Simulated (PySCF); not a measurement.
**Unknown compound**

An unknown has the formula C$_{5}$H$_{10}$N$_{2}$OSi. Its calculated NMR data are:

1H NMR (500 MHz, computed): δ 7.50 (m, 1H), 7.04 (m, 1H), 6.50 (m, 1H), 4.98 (s, 1H), 2.83 (s, 3H), 1.01 (br s, 2H), 0.23 (br s, 1H).

13C{1H} NMR (computed): δ 164.4 (C), 155.1 (CH), 133.4 (CH), 118.6 (CH), 30.9 (CH3).

[PySCF 2.14.0 with density-fitted response routines: CAM-B3LYP/pcSseg-1 with gauge-including orbitals; PBE0-D3(BJ)/def2-SVP structure; no solvent model; equivalent nuclei averaged; one conformer; relativity neglected]

Chemical shifts δ = σref − σ; TMS for 1H and 13C, all at this level.

Question: Propose a structure and justify it.

Answer: 
The formula gives 3 degrees of unsaturation (1 ring in the answer). 5 carbon signals for 5 carbons: no two carbons are equivalent. Carbon types of the structure: 1 × C, 3 × CH, 1 × CH3, leaving 4 H on heteroatoms. δC 164.4: substituted aromatic carbon next to the ring oxygen. δC 155.1: aromatic CH next to the ring oxygen. δC 133.4, 118.6: aromatic CH. δC 30.9: methyl carbon bonded to N; pulled downfield by the heteroatom. δH 7.04, 6.50: hydrogen on an aromatic CH; the ring current deshields protons in the ring plane. δH 2.83: hydrogen on a methyl carbon bonded to N; its carbon carries N, which withdraws density. δH 0.23: hydrogen on a nitrogen bonded to C, Si; labile proton, position sensitive to the medium.

Structure: SMILES c1cc([Si@@H](NC)N)oc1.

The data come from this structure; uniqueness wasn't tested.

Exchangeable OH/NH protons stand at their gas-phase positions; hydrogen bonding in a real sample shifts them, mostly to higher δ. Shifts are as computed, not scaled to solution data. Of 1211 compounds with measured shifts, 218 miss one by over three times the rms of a fit or turn the order of signals round; such compounds aren't used in these exercises. Multiplicities follow the n + 1 count of equivalent neighbours, as no J values were calculated; m marks all less simple cases, F and P coupling included.
